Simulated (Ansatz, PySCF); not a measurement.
Noncovalent pair: N2 (SMILES N#N) (first 2 atoms) with HI (SMILES I); geometry from B3LYP-D3(BJ)/def2-TZVP, rigid monomers moved along the line of their centres of mass till N2···H4 is 3.00 Å.
(charge 0, multiplicity 1):
```xyz
4

N      0.1017     0.1100    -1.0051
N      0.2101     0.1195     0.0801
I      0.5346     0.1628     4.6791
H      0.4502     0.1466     3.0662
```

Counterpoise-corrected where a basis set is named; no monomer relaxation.

Cores are frozen in the correlated methods. Filled d and f shells under p-block atoms count as core. CBS: X⁻³ extrapolation of the correlation energy, Hartree–Fock from the larger set.

Run with Ansatz (Gaussian basis) for Hartree–Fock, density functionals and correlated methods; PySCF for the dispersion terms. Each number belongs to the level named beside it. In def2 rows elements past Kr take small-core potentials, without spin–orbit coupling.

PBE/def2-TZVPPD gives -0.54 kcal/mol for the interaction energy.

Question: Predict the shift from PBE, with its sign, for: PBE-D3(BJ)/def2-TZVPPD, r2SCAN/def2-TZVPPD, B3LYP/def2-TZVPPD, wB97M-V/def2-TZVPPD, MP2/CBS(def2-TZVPPD, def2-QZVPPD), CCSD(T)/CBS(def2-TZVPPD, def2-QZVPPD).

Answer: PBE-D3(BJ)/def2-TZVPPD -0.29; r2SCAN/def2-TZVPPD 0.20; B3LYP/def2-TZVPPD 0.33; wB97M-V/def2-TZVPPD -0.02; MP2/CBS(def2-TZVPPD, def2-QZVPPD) -0.25; CCSD(T)/CBS(def2-TZVPPD, def2-QZVPPD) -0.13 kcal/mol. 2 of 6 lie above PBE; the widest gap is to B3LYP/def2-TZVPPD.

Ansatz is an electronic-structure program.
